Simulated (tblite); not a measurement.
C5H8SSi.
Geometry (GFN2-xTB, Å), atoms numbered from 1 in this order:
```
atom  x, y, z in Å
C1     2.564    0.200    0.804
C2     1.763    0.037   -0.071
C3     0.740   -0.106   -1.077
C4    -0.268   -1.194   -0.708
Si5   -1.394   -0.476    0.655
C6    -1.042    1.378    0.354
S7    -0.167    1.493   -1.239
H8     3.292    0.326    1.548
H9     1.200   -0.276   -2.056
H10   -0.854   -1.444   -1.594
H11    0.263   -2.096   -0.405
H12   -2.799   -0.790    0.397
H13   -0.958   -0.856    1.998
H14   -0.407    1.823    1.119
H15   -1.936    1.987    0.255
```

Method: GFN2-xTB as coded in tblite; computed harmonic values from a numerical Hessian at the method's own geometry, unscaled. Against measured fundamentals such values can be off by several per cent, at times by over 20. Modes of hydrogen on silicon can be 10 to 20 % off. One conformer, not necessarily the lowest.

Harmonic wavenumbers (cm⁻¹): 65.8, 88.5, 143.3, 216.2, 316.3, 333.0, 433.1, 457.5, 529.3, 543.1, 614.5, 634.0, 666.9, 686.2, 709.0, 727.0, 746.0, 756.4, 767.2, 800.3, 936.7, 1036.7, 1048.0, 1114.3, 1147.6, 1154.7, 1217.1, 1273.4, 1439.2, 1459.7, 2276.8, 2277.0, 2279.5, 2933.3, 2976.9, 2980.6, 2993.8, 3021.9, 3396.7.

A = 2287, B = 1731, C = 1379 MHz; mass 128.012 u (most abundant isotopes); point group C1, symmetry number 1.

Task: What is the zero-point energy?

Result: ½Σν̃ = 23599 cm⁻¹ = 282.30 kJ/mol.

Task: Entropy at 298.15 K, 1 bar (ideal gas, RRHO, classical rotation)?

Result: Translation 169.37, rotation 119.11, vibration 90.40: S = 378.9 J/(mol K).

Task: And Cp and H(298.15 K) − H(0)?

Result: Cp = 144.25 J/(mol K), of which vibrations give 110.99 (their classical limit is 39 R = 324.3); H(298.15 K) − H(0) = 25.10 kJ/mol without the zero-point energy, 15.18 from vibrations.

Task: Which modes carry the vibrational entropy at 298.15 K?

Result: 65.8 cm⁻¹: 17.89; 88.5 cm⁻¹: 15.45; 143.3 cm⁻¹: 11.55; 216.2 cm⁻¹: 8.33; 316.3 cm⁻¹: 5.56; 333.0 cm⁻¹: 5.21 J/(mol K); the other 33 give 26.42 together.

Task: What must be added to the electronic energy to get the Gibbs energy at 298.15 K and 1 bar?

Result: ZPE + [H(298.15 K) − H(0)] − T·S = 282.30 + 25.10 − 112.96 = 194.44 kJ/mol.

Hindered rotation and anharmonicity are outside this model. Other conformers, if any are populated, would add a mixing term that is left out. The structure is chiral; the term R ln 2 for an equal mix with its mirror image is left out.
